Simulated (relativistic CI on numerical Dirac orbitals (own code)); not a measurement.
# Tm⁴⁺: N4,5 absorption edge

Computed with this model: Dirac-Coulomb-Breit CI, separate exchange-only KLI orbitals for each configuration, model QED, valence Slater integrals scaled by 0.9, multiplet model of core-to-valence dipole absorption; configurations [Xe] 4f11 → [Kr] 4d9 4f12 5s2 5p6; 300 K; Lorentzian 0.5 eV and Gaussian 0.2 eV FWHM. Energies are those of the free ion, without screening or charge transfer. The branching ratio is the share of the lower-energy edge in the whole absorption, uncertain by about 0.02 where the edges overlap. S is read from ⟨S²⟩ = S(S + 1).

Field parameters in Wybourne normalisation; cubic f-shell fields have B⁴₄ = √(5/14) B⁴₀ and B⁶₄ = −√(7/2) B⁶₀. The field is a parameter set, without covalency.

free ion: ground-state S = 1.48, centroid 183.80 eV. Peaks (eV, height): 173.0 (7), 175.3 (14), 177.8 (69), 180.5 (15), 182.7 (13), 188.1 (87), 188.5 (100).

Oh, B40 = -2760, B60 = -1140 cm⁻¹: ground-state S = 1.48, centroid 183.84 eV. Peaks (eV, height): 173.1 (8), 175.4 (15), 177.9 (73), 180.6 (16), 182.8 (14), 188.2 (93), 188.5 (100).

Strongest unbroadened transitions for free ion:

```
Energy (eV)  Relative strength
     172.98                7.9
     174.12                1.0
     175.32               15.2
     175.79                0.8
     177.81               81.7
     178.67                4.3
     180.53               17.1
     182.46                7.3
     182.79               11.0
     183.21                0.0
     188.03               76.5
     188.52              100.0
     191.13                0.0
     197.57                1.5
     202.84                0.1
```
